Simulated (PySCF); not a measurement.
A calculated (UHF, PySCF 2.14, def2-TZVP, the non-relativistic Hamiltonian (point nucleus)) atom or ion has these occupied shells.

```json
{"shell": "1s α", "electrons": "1", "orbital energy (eV)": "-2530.3", "rms radius, mean of both spins (bohr)": "0.113"}
{"shell": "1s β", "electrons": "1", "orbital energy (eV)": "-2529.6", "rms radius, mean of both spins (bohr)": "0.113"}
{"shell": "2s α", "electrons": "1", "orbital energy (eV)": "-271.07", "rms radius, mean of both spins (bohr)": "0.517"}
{"shell": "2s β", "electrons": "1", "orbital energy (eV)": "-270.41", "rms radius, mean of both spins (bohr)": "0.517"}
{"shell": "2p α", "electrons": "3", "orbital energy (eV)": "-208.07", "rms radius, mean of both spins (bohr)": "0.491"}
{"shell": "2p β", "electrons": "3", "orbital energy (eV)": "-206.84", "rms radius, mean of both spins (bohr)": "0.491"}
{"shell": "3s α", "electrons": "1", "orbital energy (eV)": "-48.495", "rms radius, mean of both spins (bohr)": "1.72"}
{"shell": "3s β", "electrons": "1", "orbital energy (eV)": "-41.852", "rms radius, mean of both spins (bohr)": "1.72"}
{"shell": "3p α", "electrons": "2", "orbital energy (eV)": "-34.716", "rms radius, mean of both spins (bohr)": "1.90"}
```

Problem. Name the element and its charge.

Solution. S²⁺ (sulfur, charge +2), in [Ne] 3s2 3p2, high-spin 3P determinant.
